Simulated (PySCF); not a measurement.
Gas-phase reaction: 2 In(CH₃)₃.NH₃ + 2 N → 2 InH + C₂H₂ (acetylene) + 4 CH₃NH₂

Method: PySCF energies plus ideal-gas RRHO corrections (1 bar). † marks an energy on the PBE0/def2-TZVP geometry and frequencies. MP2 freezes the core. Open shells (unrestricted): N (multiplicity 4); the rest are closed-shell singlets. In: scalar-relativistic def2 core potential, no spin-orbit coupling. Adducts (In(CH₃)₃.NH₃) have no counterpoise correction, and HF, PBE, BLYP, B3LYP and PBE0 lack dispersion. In(CH₃)₃.NH₃, InH: computed as isolated molecules; such fragments, hydroxides, amides, oligomers or adducts are transient or little studied in the gas. MP2 isn't extrapolated to the basis-set limit; its ΔH°(298 K) is -233.0 kJ in def2-SVP and -269.6 kJ in def2-TZVPP. The harmonic model lacks anharmonicity and excited electronic states, which grow with temperature; levels with a mode under 35 cm⁻¹ are left out. Internal rotation in CH₃NH₂ is treated as a harmonic vibration of one conformer, which makes the entropy rough. Soft modes under 120 cm⁻¹ make the harmonic entropy rough for In(CH₃)₃.NH₃.

```
level               ΔE electronic, kJ  ΔH°(298 K), kJ  ΔS°(298 K), J/K  ΔG°(600 K), kJ
------------------  -----------------  --------------  ---------------  --------------
HF/def2-TZVP†                      14              17              355            -186
MP2/def2-TZVPP†                  -272            -270              355            -472
PBE0/def2-SVP†                   -370            -367              355            -570
LDA/def2-TZVP†                   -479            -476              355            -679
ωB97X-V/def2-TZVP†               -330            -327              355            -529
```
ΔH° is lowest at LDA/def2-TZVP† and highest at HF/def2-TZVP†. No reference value is set beside these.
